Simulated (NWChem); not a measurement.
System: phosphoric acid (H₃PO₄); SMILES O=P(O)(O)O

Input file for NWChem:

```
start job
memory heap 200 mb stack 900 mb global 1100 mb
geometry units angstroms noautosym nocenter noautoz
  O      1.428183    -0.144019    -0.587962
  P      0.000298    -0.002482     0.130101
  O      0.003717    -0.030629     1.605433
  O     -0.581710     1.326436    -0.555273
  O     -0.850539    -1.149150    -0.601843
  H      2.000121    -0.748333    -0.097604
  H     -0.350735     2.108462    -0.037732
  H     -1.649916    -1.355540    -0.100685
end
basis spherical
  * library def2-svp
end
dft
  xc b3lyp
  iterations 150
  mulliken
end
task dft energy
esp
  recalculate
  probe 0.07
  range 0.3
  factor 1.0
  spacing 0.02
end
task esp
```

Parts of the log:

```
             Northwest Computational Chemistry Package (NWChem) 7.3.0
             --------------------------------------------------------

                             Geometry "geometry" -> ""
                             -------------------------

 Output coordinates in angstroms (scale by  1.889725989 to convert to a.u.)

  No.       Tag          Charge          X              Y              Z
 ---- ---------------- ---------- -------------- -------------- --------------
    1 O                    8.0000     1.42818300    -0.14401900    -0.58796200
    2 P                   15.0000     0.00029800    -0.00248200     0.13010100
    3 O                    8.0000     0.00371700    -0.03062900     1.60543300
    4 O                    8.0000    -0.58171000     1.32643600    -0.55527300
    5 O                    8.0000    -0.85053900    -1.14915000    -0.60184300
    6 H                    1.0000     2.00012100    -0.74833300    -0.09760400
    7 H                    1.0000    -0.35073500     2.10846200    -0.03773200
    8 H                    1.0000    -1.64991600    -1.35554000    -0.10068500

 Effective nuclear repulsion energy (a.u.)     278.8548282103

                                 NWChem DFT Module
                                 -----------------

 Summary of "ao basis" -> "ao basis" (spherical)
 ------------------------------------------------------------------------------
       Tag                 Description            Shells   Functions and Types
 ---------------- ------------------------------  ------  ---------------------
 O                          def2-svp                 6       14   3s2p1d
 P                          def2-svp                 8       18   4s3p1d
 H                          def2-svp                 3        5   2s1p

            General Information
            -------------------
          SCF calculation type: DFT
          Wavefunction type:  closed shell.
          No. of atoms     :     8
          No. of electrons :    50
           Alpha electrons :    25
            Beta electrons :    25
          Charge           :     0
          Spin multiplicity:     1
          Use of symmetry is: off; symmetry adaption is: off
          Maximum number of iterations: 150
          AO basis - number of functions:    89
                     number of shells:    41
          Convergence on energy requested:  1.00D-06
          Convergence on density requested:  1.00D-05
          Convergence on gradient requested:  5.00D-04

              XC Information
              --------------
                         B3LYP Method XC Potential
                     Hartree-Fock (Exact) Exchange  0.200
                        Slater Exchange Functional  0.800 local
                    Becke 1988 Exchange Functional  0.720 non-local
              Lee-Yang-Parr Correlation Functional  0.810
                  VWN I RPA Correlation Functional  0.190 local

             Grid Information
             ----------------
          Grid used for XC integration:  medium
          Radial quadrature: Mura-Knowles
          Angular quadrature: Lebedev.
          Tag              B.-S. Rad. Rad. Pts. Rad. Cut. Ang. Pts.
          ---              ---------- --------- --------- ---------
          O                   0.60       49          10.0       434
          P                   1.00       88           8.0       590
          H                   0.35       45          10.0       434
          Grid pruning is: on
          Number of quadrature shells:   419
          Spatial weights used:  Erf1

      Superposition of Atomic Density Guess
      -------------------------------------

 Sum of atomic energies:        -640.80011283

      Non-variational initial energy
      ------------------------------

 Total energy =    -642.729707
 1-e energy   =   -1440.029907
 2-e energy   =     518.445372
 HOMO         =      -0.463831
 LUMO         =       0.066952

     ---------------------------------------------
      Total Density - Mulliken Population Analysis
     ---------------------------------------------

    Atom       Charge   Shell Charges
 -----------   ------   -------------------------------------------------------
    1 O    8     8.66   1.99  1.10  0.64  3.02  1.91  0.01
    2 P   15    13.04   2.00  1.99  0.85  0.03  5.93  1.04  0.70  0.51
    3 O    8     9.01   1.99  1.14  0.71  3.13  2.03  0.01
    4 O    8     8.66   1.99  1.10  0.64  3.02  1.91  0.01
    5 O    8     8.66   1.99  1.10  0.64  3.02  1.91  0.01
    6 H    1     0.65   0.52  0.07  0.06
    7 H    1     0.65   0.52  0.07  0.06
    8 H    1     0.65   0.52  0.07  0.06

   convergence    iter        energy       DeltaE   RMS-Dens  Diis-err
 ---------------- ----- ----------------- --------- --------- ---------
 d= 0,ls=0.0,diis     1   -643.6496992326 -9.23D+02  2.26D-02  1.57D+00
 d= 0,ls=0.0,diis     2   -643.4527584202  1.97D-01  1.45D-02  3.76D+00
 d= 0,ls=0.0,diis     3   -643.8017581148 -3.49D-01  3.37D-03  1.66D-01
 d= 0,ls=0.0,diis     4   -643.8143158577 -1.26D-02  1.12D-03  3.66D-02
 d= 0,ls=0.0,diis     5   -643.8176476063 -3.33D-03  1.53D-04  5.83D-04
  Resetting Diis
 d= 0,ls=0.0,diis     6   -643.8176979283 -5.03D-05  3.70D-05  1.34D-05
 d= 0,ls=0.0,diis     7   -643.8176993570 -1.43D-06  1.05D-05  6.11D-07
 d= 0,ls=0.0,diis     8   -643.8176993681 -1.10D-08  5.63D-06  5.04D-07

         Total DFT energy =     -643.817699368057
      One electron energy =    -1442.458192167106
           Coulomb energy =      578.750793372024
    Exchange-Corr. energy =      -58.965128783320
 Nuclear repulsion energy =      278.854828210344

 Numeric. integr. density =       49.999995654741

                       DFT Final Molecular Orbital Analysis
                       ------------------------------------

 Vector   23  Occ=2.000000D+00  E=-3.459833D-01
              MO Center= -6.4D-04,  5.3D-03, -2.8D-01, r^2= 3.0D+00
   Bfn.  Coefficient  Atom+Function         Bfn.  Coefficient  Atom+Function
  ----- ------------  ---------------      ----- ------------  ---------------
     5      0.299513  1 O  py                50     -0.298834  4 O  px
    64      0.225554  5 O  px                65     -0.218687  5 O  py
     8      0.216738  1 O  py                53     -0.215744  4 O  px
    38      0.206352  3 O  pz                 6      0.173730  1 O  pz
    52      0.167163  4 O  pz                66      0.163512  5 O  pz

 Vector   24  Occ=2.000000D+00  E=-2.989537D-01
              MO Center=  1.1D-01,  2.1D-02,  1.1D+00, r^2= 1.9D+00
   Bfn.  Coefficient  Atom+Function         Bfn.  Coefficient  Atom+Function
  ----- ------------  ---------------      ----- ------------  ---------------
    36      0.529838  3 O  px                39      0.383814  3 O  px
     6     -0.227343  1 O  pz                 9     -0.170097  1 O  pz
    52      0.159011  4 O  pz                37     -0.137789  3 O  py
    25      0.130924  2 P  px                55      0.118156  4 O  pz
    31     -0.111000  2 P  d  1              40     -0.100411  3 O  py

 Vector   25  Occ=2.000000D+00  E=-2.989532D-01
              MO Center= -1.0D-01, -6.2D-02,  1.1D+00, r^2= 1.9D+00
   Bfn.  Coefficient  Atom+Function         Bfn.  Coefficient  Atom+Function
  ----- ------------  ---------------      ----- ------------  ---------------
    37      0.529748  3 O  py                40      0.383749  3 O  py
    66      0.222964  5 O  pz                52     -0.168681  4 O  pz
    69      0.166179  5 O  pz                36      0.137838  3 O  px
    26      0.130902  2 P  py                55     -0.126670  4 O  pz
    29      0.111142  2 P  d -1              39      0.100446  3 O  px

[...]

                     NWChem Electrostatic Potential Fit Module
                     -----------------------------------------

 Atom parameters

 Number of atoms is                                    8
 Number of basis functions is                         89

 Grid parameters

 Maximum number of grid points is                  35281
 Number of grid points is                          35280
 Grid range                                     0.300000 nm
 Grid spacing                                   0.020000 nm
 Probe radius                                   0.070000 nm
 Atom radius factor                             1.000000

 Atomic radii

    1    0.100000
    8    0.136000
   15    0.180000
 FASTESP  F
  using M.O. file = ./job.movecs

    Atom              Coordinates                           Charge

                                                  ESP

    1 O     0.142818   -0.014402   -0.058796   -0.576233
    2 P     0.000030   -0.000248    0.013010    1.244374
    3 O     0.000372   -0.003063    0.160543   -0.698262
    4 O    -0.058171    0.132644   -0.055527   -0.576225
    5 O    -0.085054   -0.114915   -0.060184   -0.579125
    6 H     0.200012   -0.074833   -0.009760    0.394676
    7 H    -0.035074    0.210846   -0.003773    0.394255
    8 H    -0.164992   -0.135554   -0.010069    0.396540
                                            ------------
                                               -0.000000

 Dipole moment                                  0.085313

 Quadrupole moment Qxx                         11.704266
                   Qyy                         11.635720
                   Qzz                        -23.339986

 RMS deviation kJ/mol                           0.049005

 RRMS %                                        14.359333
```

Level: B3LYP/def2-SVP. All runs use the structure optimised with PBE0/def2-SVP.
